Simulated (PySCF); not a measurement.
Radial density of Ti (titanium, neutral)

UHF, [Ar] 3d2 4s2, high-spin 3F determinant. Computed with PySCF 2.14 in jorge-DZP-DKH, with the spin-free X2C one-electron Hamiltonian (Gaussian nucleus).

| r (bohr) | 4πr²ρ (e/bohr) | 4πr²(ρα − ρβ) |
| --- | --- | --- |
| 0.00123 | 0.1762 | 0.0000 |
| 0.00206 | 0.4460 | 0.0000 |
| 0.00347 | 1.115 | 0.0000 |
| 0.00584 | 2.698 | 0.0000 |
| 0.00982 | 6.137 | 0.0001 |
| 0.0165 | 12.50 | 0.0001 |
| 0.0278 | 21.10 | 0.0000 |
| 0.0468 | 26.18 | -0.0010 |
| 0.0786 | 21.94 | -0.0047 |
| 0.132 | 20.60 | -0.0061 |
| 0.222 | 28.09 | 0.0493 |
| 0.374 | 16.16 | 0.3113 |
| 0.629 | 8.221 | 0.9362 |
| 1.06 | 9.286 | 1.3058 |
| 1.78 | 2.543 | 0.7620 |
| 3.00 | 0.7940 | 0.1735 |
| 5.04 | 0.2956 | -0.0181 |
| 8.47 | 0.01071 | -0.0027 |

Densities and radii are taken from the X2C orbitals without a picture-change correction, which distorts them close to the nucleus.

(1) Where is the radial spin density 4πr²(ρα − ρβ) most negative, and why is it negative at all?

Answers

(1) Around r = 5.04 bohr, down to -0.0181 e/bohr: exchange with the open shell polarises the paired shells in an unrestricted calculation.
